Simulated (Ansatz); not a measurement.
**Nudged elastic band run: Cl2FHSi**

The input (input.yaml):

```yaml
crystal:
  periodic: [false, false, false]
  atoms:
    - { symbol: Si, position_ang: [0.30319, -0.028652, 0.09081] }
    - { symbol: Cl, position_ang: [0.634916, -0.036581, 2.116297] }
    - { symbol: H, position_ang: [1.593451, 0.000112, -0.649612] }
    - { symbol: F, position_ang: [-0.557362, 1.29937, -0.275707] }
    - { symbol: Cl, position_ang: [-0.799096, -1.67495, -0.450187] }
basis:
  gaussian: { orbitals: def2-SVP }
hamiltonian:
  xc: pbe
  dispersion: d4
neb:
  order_check: false
  images: 9
  f_tol: 0.05
  max_iterations: 60
  final_atoms:
    - { symbol: Si, position_ang: [-0.26422312, -0.02594845, -0.93641393] }
    - { symbol: Cl, position_ang: [1.48035198, -0.12027468, 1.54653513] }
    - { symbol: H, position_ang: [2.52367602, 0.16651775, 0.82707549] }
    - { symbol: F, position_ang: [-1.14461275, 1.22251711, -0.31231263] }
    - { symbol: Cl, position_ang: [-1.42009313, -1.68351272, -0.29328306] }
  initial_path:
    images:
      - { positions_ang: [[0.30319, -0.028652, 0.09081], [0.634916, -0.036581, 2.116297], [1.593451, 0.000112, -0.649612], [-0.557362, 1.29937, -0.275707], [-0.799096, -1.67495, -0.450187]] }
      - { positions_ang: [[0.24250112, -0.02290958, 0.07272641], [0.7628508, -0.02923397, 2.08317355], [1.60593212, -6.755e-05, -0.49665271], [-0.59577285, 1.29902644, -0.32621883], [-0.84041218, -1.68751635, -0.50142742]] }
      - { positions_ang: [[0.18181223, -0.01716716, 0.05464282], [0.8907856, -0.02188693, 2.0500501], [1.61841323, -0.00024709, -0.34369343], [-0.6341837, 1.29868289, -0.37673065], [-0.88172836, -1.70008271, -0.55266784]] }
      - { positions_ang: [[0.12112335, -0.01142474, 0.03655923], [1.0187204, -0.0145399, 2.01692665], [1.63089435, -0.00042664, -0.19073414], [-0.67259455, 1.29833933, -0.42724248], [-0.92304455, -1.71264906, -0.60390826]] }
      - { positions_ang: [[0.06043446, -0.00568232, 0.01847564], [1.1466552, -0.00719286, 1.98380321], [1.64337546, -0.00060618, -0.03777486], [-0.7110054, 1.29799577, -0.47775431], [-0.96436073, -1.72521541, -0.65514868]] }
      - { positions_ang: [[-0.00025442, 6.01e-05, 0.00039205], [1.27459, 0.00015417, 1.95067976], [1.65585658, -0.00078573, 0.11518443], [-0.74941625, 1.29765222, -0.52826613], [-1.00567691, -1.73778177, -0.7063891]] }
      - { positions_ang: [[-0.05304816, -0.00514161, -0.18696914], [1.3157424, -0.0239316, 1.86985083], [1.82942047, 0.03267497, 0.25756264], [-0.82845555, 1.28262519, -0.48507543], [-1.08856016, -1.72692796, -0.62376789]] }
      - { positions_ang: [[-0.1058419, -0.01034332, -0.37433034], [1.35689479, -0.04801737, 1.78902191], [2.00298435, 0.06613566, 0.39994085], [-0.90749485, 1.26759817, -0.44188473], [-1.1714434, -1.71607415, -0.54114669]] }
      - { positions_ang: [[-0.15863564, -0.01554503, -0.56169153], [1.39804719, -0.07210314, 1.70819298], [2.17654824, 0.09959636, 0.54231906], [-0.98653415, 1.25257115, -0.39869403], [-1.25432664, -1.70522034, -0.45852548]] }
      - { positions_ang: [[-0.21142938, -0.02074674, -0.74905273], [1.43919958, -0.09618891, 1.62736405], [2.35011213, 0.13305705, 0.68469727], [-1.06557345, 1.23754413, -0.35550333], [-1.33720989, -1.69436653, -0.37590427]] }
      - { positions_ang: [[-0.26422312, -0.02594845, -0.93641393], [1.48035198, -0.12027468, 1.54653513], [2.52367602, 0.16651775, 0.82707549], [-1.14461275, 1.22251711, -0.31231263], [-1.42009313, -1.68351272, -0.29328306]] }
```

Launched with:

```bash
$ ansatz run input.yaml --threads 1 --pin off --max-ram 2048MiB --backend cpu --events-out ev --progress --plain --runs-dir out
```

Output, in part (warnings, iteration lines, the closing report on the highest movable image, with atoms numbered from 0):

```
NEB end point (image 0): max|allowed force component| = 2.677e-2 eV/Å (the criterion of neb.relax_end_points is 1.000e-2)
NEB end point (image 10): max|allowed force component| = 7.721e-3 eV/Å (the criterion of neb.relax_end_points is 1.000e-2)
NEB iter   1: max|band force component| = 5.827e0 eV/Å  barrier→ = 3.7106 eV  barrier← = 1.5406 eV  Δτ_max = 0.1911 Å  (279 SCF iters)
NEB iter   2: max|band force component| = 2.959e0 eV/Å  barrier→ = 2.9626 eV  barrier← = 0.7927 eV  Δτ_max = 0.1892 Å  (280 SCF iters)
NEB iter   3: max|band force component| = 1.542e0 eV/Å  barrier→ = 2.8244 eV  barrier← = 0.6545 eV  Δτ_max = 0.2000 Å  (273 SCF iters)
NEB iter   4: max|band force component| = 1.526e0 eV/Å  barrier→ = 2.7364 eV  barrier← = 0.5664 eV  Δτ_max = 0.1874 Å  (274 SCF iters)
NEB iter   5: max|band force component| = 3.303e0 eV/Å  barrier→ = 2.7364 eV  barrier← = 0.5664 eV  Δτ_max = 0.0885 Å  (265 SCF iters)
NEB iter   6: max|band force component| = 7.455e-1 eV/Å  barrier→ = 2.6296 eV  barrier← = 0.4596 eV  Δτ_max = 0.0959 Å  (248 SCF iters)
NEB iter   7: max|band force component| = 6.879e-1 eV/Å  barrier→ = 2.5563 eV  barrier← = 0.3863 eV  Δτ_max = 0.0890 Å  (247 SCF iters)
NEB iter   8: max|band force component| = 5.515e-1 eV/Å  barrier→ = 2.5614 eV  barrier← = 0.3914 eV  CI = image 5  Δτ_max = 0.1008 Å  (244 SCF iters)
NEB iter   9: max|band force component| = 3.601e-1 eV/Å  barrier→ = 2.6279 eV  barrier← = 0.4579 eV  CI = image 5  Δτ_max = 0.0781 Å  (248 SCF iters)
NEB iter  10: max|band force component| = 4.470e-1 eV/Å  barrier→ = 2.6253 eV  barrier← = 0.4553 eV  CI = image 5  Δτ_max = 0.0389 Å  (246 SCF iters)
NEB iter  11: max|band force component| = 1.804e-1 eV/Å  barrier→ = 2.6250 eV  barrier← = 0.4550 eV  CI = image 5  Δτ_max = 0.0174 Å  (247 SCF iters)
NEB iter  12: max|band force component| = 5.802e-2 eV/Å  barrier→ = 2.6230 eV  barrier← = 0.4530 eV  CI = image 5  Δτ_max = 0.0141 Å  (249 SCF iters)
NEB iter  13: max|band force component| = 3.834e-2 eV/Å  barrier→ = 2.6226 eV  barrier← = 0.4526 eV  CI = image 5  Δτ_max = 0.0000 Å  (477 SCF iters)
Total energy: -35628.37739734 eV, -1309.3187195707 hartree
Atom 0 at     0.197436    -0.013026    -0.475734 Å, force     0.000841    -0.034727    -0.010831 eV/Å
Atom 1 at     1.170973    -0.046130     1.858200 Å, force     0.000085    -0.007191     0.005822 eV/Å
Atom 2 at     1.634779     0.029893     0.314737 Å, force    -0.022624     0.010763    -0.006882 eV/Å
Atom 3 at    -0.799813     1.275340    -0.361802 Å, force     0.002803     0.003198     0.003948 eV/Å
Atom 4 at    -1.028276    -1.686778    -0.503799 Å, force     0.018895     0.027957     0.007943 eV/Å
Dipole moment:     0.151139    -0.044947    -0.264860 e Å
```

The forces met the threshold. A vibrational analysis at the climbing image gives one clearly imaginary mode, 769i cm⁻¹: a first-order saddle point. The orbitals stay closed-shell, which can raise the energy where a bond breaks towards radicals; this wasn't checked here.

Final band (atoms are numbered from 1 in the order of the input):

```tsv
image	path coordinate (Å)	energy (eV)	Si1–Cl2 (Å)	Si1–H3 (Å)	Cl2–H3 (Å)
0	0.00	0.00	2.05	1.49	2.93
1	0.28	0.12	2.05	1.48	2.68
2	0.56	0.56	2.08	1.47	2.39
3	0.83	1.39	2.18	1.48	2.10
4	1.11	2.28	2.35	1.52	1.85
5	1.39	2.62	2.53	1.64	1.61
6	1.71	2.41	2.77	1.92	1.38
7	2.02	2.27	3.02	2.28	1.32
8	2.34	2.22	3.08	2.64	1.30
9	2.66	2.18	3.04	2.99	1.30
10	2.98	2.17	3.04	3.30	1.30
```

Run time: 3.7 min on 1 thread of Arm Neoverse V2 (shared host), peak memory 0.12 GiB.
